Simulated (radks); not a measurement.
Effect of the nuclear size on the arsenic ion As+, [Ar] 3d10 4s2 4p2. Calculated with a radial shooting solver on a logarithmic mesh with Libxc functionals: Dirac Kohn-Sham, LDA (Slater exchange, Perdew-Wang correlation), spin-unpolarised, spherical densities, finite nucleus; open shells are shared between the two j in proportion to 2j + 1; Fermi nuclear charge, rms radius 4.0968 fm. The rms radius is varied about that value; shifts are against it.

\begin{tabular}{lrrrrrr}
rms radius (fm) & total energy shift (eV) & density at nucleus (e/bohr^3) & 1s1/2 shift (meV) & 2s1/2 shift (meV) & 3p1/2 shift (meV) & 4s1/2 shift (meV) \\ \hline
3.4536 & -0.114 & 3.58e+04 & -48.6 & -4.78 & 0.076 & -0.062 \\
3.765 & -0.0613 & 3.559e+04 & -26.1 & -2.56 & 0.041 & -0.033 \\
4.0968 & 0 & 3.539e+04 & 0.000 & 0.000 & 0.000 & 0.000 \\
4.4942 & 0.0798 & 3.517e+04 & 33.9 & 3.33 & -0.053 & 0.043 \\
4.867 & 0.161 & 3.498e+04 & 68.4 & 6.72 & -0.107 & 0.087 \\
\end{tabular}

Slopes of the eigenvalues against <r^2> in GHz/fm^2, as finite differences over the two radii next to the reference (eigenvalue slopes, not the field-shift constants of lines): 1s1/2 2410, 2s1/2 237, 3p1/2 -3.77, 4s1/2 3.07.
